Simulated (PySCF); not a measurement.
## Telling isomers of C11H7FO apart by NMR

Calculated, not measured (PySCF): spin–spin couplings from B3LYP/pcJ-1 (spin–dipole term left out of most H,H and C,H couplings), PBE0-D3(BJ)/def2-SVP geometry, GIAO PBE0/pcSseg-1 shieldings. One conformer, one averaged value for each set of equivalent atoms, non-relativistic, no solvent.

Shifts are taken against calculated references (same method and geometry level): TMS for 1H (σ = 31.27 ppm), 13C (σ = 184.41 ppm). Multiplet labels drop J under 1 Hz and among equivalent protons, and merge close values. Unscaled 3J(H,H) run several per cent high. One-bond C–F couplings are unscaled and too large by tens of Hz. Shifts are as computed. Against solution values, carbons near 30 ppm lie about +2 ppm off and those near 130 ppm about +5 ppm (rms about the fit 1.9 ppm; single classes can miss by 10 ppm). Of 1328 compounds with measured shifts, 309 miss one by over three times the rms of a fit or turn the order of signals round; such compounds aren't used in these exercises. Signals without a measured value on file couldn't be tested in this way; 1H shifts scatter by 0.2 ppm about their fit, and single ones miss by 0.5 ppm.

Tabulate the signals of `O=C(F)c1cccc2ccccc12`, `O=C(F)c1ccc2ccccc2c1` and their relative energies.

Results:


```json
{"SMILES": "O=C(F)c1cccc2ccccc12", "carbon types": "4×C 7×CH", "δC": "162.7, 143.5, 140.3, 137.2, 136.9, 135.6, 134.6, 132.5, 132.5, 129.1, 123.0", "δH": "10.09 (d, 1H), 8.69 (ddd, 1H), 8.23 (dd, 1H), 8.03 (dd, 1H), 7.97 (ddd, 1H), 7.80 (dd, 1H), 7.73 (t, 1H)", "E rel. (kcal/mol)": "2.4"}
{"SMILES": "O=C(F)c1ccc2ccccc2c1", "carbon types": "4×C 7×CH", "δC": "163.5, 139.9, 139.2, 136.2, 135.5, 135.3, 134.1, 133.7, 133.7, 132.6, 126.7", "δH": "8.71 (dd, 1H), 8.45 (ddd, 1H), 8.14 (m, 1H), 8.06 (dd, 1H), 8.04 (m, 1H), 7.86 (m, 1H), 7.79 (m, 1H)", "E rel. (kcal/mol)": "0.0"}
```

Energies are electronic energies at PBE0/pcSseg-1 on these geometries, without zero-point or thermal terms, each for the one conformer computed, which needn't be the lowest.
